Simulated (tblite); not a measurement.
C4H14Si3.
SMILES with atom numbers: `[CH3:1][SiH2:2][CH2:3][C@@H:4]1[CH2:5][SiH2:6][SiH2:7]1` (hydrogens: H8, H9, H10 on C1; H11, H12 on Si2; H13, H14 on C3; H15 on C4; H16, H17 on C5; H18, H19 on Si6; H20, H21 on Si7)

A start from a force field or distance geometry was refined with GFN2-xTB geometry optimisation, gas phase (tblite 0.8.0). Values at the start:

| coordinate | start |
| --- | --- |
| C1–Si2 | 1.852 Å |
| C1–H8 | 1.094 Å |
| Si2–C3 | 1.885 Å |
| Si2–H11 | 1.491 Å |
| Si2–H12 | 1.475 Å |
| C3–C4 | 1.547 Å |
| C3–H13 | 1.109 Å |
| C4–C5 | 1.568 Å |
| C4–Si7 | 1.982 Å |
| C5–Si6 | 1.929 Å |
| C5–H17 | 1.098 Å |
| Si6–Si7 | 2.234 Å |
| Si6–H18 | 1.488 Å |
| Si6–H19 | 1.489 Å |
| Si7–H20 | 1.497 Å |
| Si7–H21 | 1.483 Å |
| C1–Si2–C3 | 111.7° |
| Si2–C3–C4 | 114.5° |
| C3–C4–C5 | 117.2° |
| C3–C4–Si7 | 112.2° |
| C4–C5–Si6 | 96.6° |
| C4–Si7–Si6 | 76.6° |
| C5–C4–Si7 | 93.5° |
| C5–Si6–Si7 | 76.9° |
| Si2–C3–C4–C5 | -72° |
| C3–C4–Si7–Si6 | 151° |
| C4–C5–Si6–Si7 | 31° |
| C5–Si6–Si7–C4 | -25° |

Problem. How do these coordinates change at the GFN2-xTB level?

Solution. 
```
   coordinate  GFN2-xTB (Å or °)  change
      Si6–Si7              2.323  +0.089
       C1–Si2              1.899  +0.047
       C4–Si7              1.936  -0.046
      Si7–H20              1.469  -0.028
        C3–C4              1.525  -0.022
       Si2–C3              1.907  +0.022
      Si6–H19              1.468  -0.021
      Si2–H11              1.471  -0.020
        C4–C5              1.548  -0.020
      Si6–H18              1.469  -0.019
       C3–H13              1.093  -0.016
      Si7–H21              1.469  -0.014
        C1–H8              1.086  -0.008
       C5–H17              1.091  -0.007
       C5–Si6              1.922  -0.007
      Si2–H12              1.469  -0.006
    C5–C4–Si7              100.4    +6.9
    C3–C4–Si7              117.4    +5.2
    C4–C5–Si6              101.0    +4.4
     C3–C4–C5              113.6    -3.6
    C1–Si2–C3              109.7    -2.0
   C4–Si7–Si6               77.7    +1.1
   C5–Si6–Si7               77.9    +1.0
    Si2–C3–C4              114.3    -0.2
C4–C5–Si6–Si7                 13     -18
C3–C4–Si7–Si6                137     -14
C5–Si6–Si7–C4                -11     +14
 Si2–C3–C4–C5                -62     +10
```

The energy falls by 11.2 kcal/mol over 95 L-BFGS steps, the largest force on an atom goes from 2.10 to 0.006 eV/Å, and the atoms move by 0.286 Å rms after alignment. The bond that changes most is Si6–Si7 (both ends SiH2 silicon), which lengthens by 0.089 Å. Bonds longer at the end by more than 0.005 Å: 3 of 21; shorter: 14. Among the dihedrals that turn most is C4–C5–Si6–H18, from -81° to -104°. Rotational constants go from 2916, 665.2, 616.7 to 2756, 690.6, 630.9 MHz.

Its GFN2-xTB frequencies are all real (lowest 35 cm⁻¹). The numbers are those of one conformer.

These are computed values.
